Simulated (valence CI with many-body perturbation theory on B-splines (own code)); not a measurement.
Zn7+: what each term of the Hamiltonian does

Calculated by configuration interaction combined with many-body perturbation theory (CI+MBPT): five valence electrons over a frozen Dirac-Fock core [Ar], radial functions for each j: 7 s, 7 p, 8 d, 6 f, 4 g, 1 h, with the one-electron correlation potential Σ1 (screened to all orders), the two-electron term Σ2, the three-electron term Σ3, Breit, model QED; selected single and double excitations, second order for the rest, scaled by the run's own slope (own B-spline code, finite nucleus).

No measured spectrum was set against this ion. As an estimate, terms of the open shell hold to 2 to 4 % of their energy, and close levels can change places; different configurations can be misplaced against each other by 1,000 to 8,000 cm⁻¹. Among the levels kept, up to 390 cm⁻¹ of a level comes from second order outside the variational space, and about a tenth of that is noise between levels of different J, which matters for small intervals. The list stops below the first excitations out of the core. Only levels of the ground parity were solved; by the run's estimate the other parity begins above the list, which can be wrong where configurations are misplaced.

Each rung adds one term. CI alone is the Dirac-Coulomb CI over the frozen core; QED comes last and gives the full result, which names the levels. Energies are above 3d⁵ ⁶S_5/2 on the same rung, in eV.

Names give the largest LS component (configuration and term), which can be under half, so a name can repeat, a term be missing and a line seem to break the LS rules; names also repeat where a configuration has a term twice. Letters in brackets count levels of one name in rising energy.

| Level | CI alone |
| --- | --- |
| 3d⁵ ⁴G_11/2 | 6.423 |
| 3d⁵ ⁴G_5/2 | 6.388 |
| 3d⁵ ⁴G_7/2 | 6.411 |
| 3d⁵ ⁴G_9/2 | 6.425 |
| 3d⁵ ⁴P_5/2 | 7.019 |
| 3d⁵ ⁴P_3/2 | 7.067 |
| 3d⁵ ⁴P_1/2 | 7.119 |
| 3d⁵ ⁴D_7/2 | 7.793 |
| 3d⁵ ⁴D_1/2 | 7.846 |
| 3d⁵ ⁴D_5/2 | 7.886 |
| 3d⁵ ⁴D_3/2 | 7.882 |
| 3d⁵ ²I_11/2 | 9.252 |
| 3d⁵ ²I_13/2 | 9.306 |
| 3d⁵ ²D_5/2 [a] | 9.825 |
| 3d⁵ ²D_3/2 [a] | 10.043 |
| 3d⁵ ²F_7/2 [a] | 10.336 |

What do these energies become with core correlation, Breit and QED?

3d⁵ ⁴G_11/2 6.150 (-0.2734); 3d⁵ ⁴G_5/2 6.156 (-0.2320); 3d⁵ ⁴G_7/2 6.170 (-0.2411); 3d⁵ ⁴G_9/2 6.172 (-0.2538); 3d⁵ ⁴P_5/2 6.844 (-0.1757); 3d⁵ ⁴P_3/2 6.905 (-0.1623); 3d⁵ ⁴P_1/2 6.973 (-0.1469); 3d⁵ ⁴D_7/2 7.487 (-0.3062); 3d⁵ ⁴D_1/2 7.573 (-0.2730); 3d⁵ ⁴D_5/2 7.618 (-0.2677); 3d⁵ ⁴D_3/2 7.618 (-0.2635); 3d⁵ ²I_11/2 8.891 (-0.3608); 3d⁵ ²I_13/2 8.923 (-0.3838); 3d⁵ ²D_5/2 [a] 9.517 (-0.3079); 3d⁵ ²D_3/2 [a] 9.733 (-0.3103); 3d⁵ ²F_7/2 [a] 10.008 (-0.3279).

How does the ionisation energy move along the ladder, and which term matters most?

CI alone 165.03, + Σ1 166.86, + Σ2 172.19, + Σ3 172.19, + Breit 172.22, + QED 172.23 eV. The largest step is Σ2, 5.33 eV. NIST lists 173.9 ± 1.7 eV (semi-empirical).
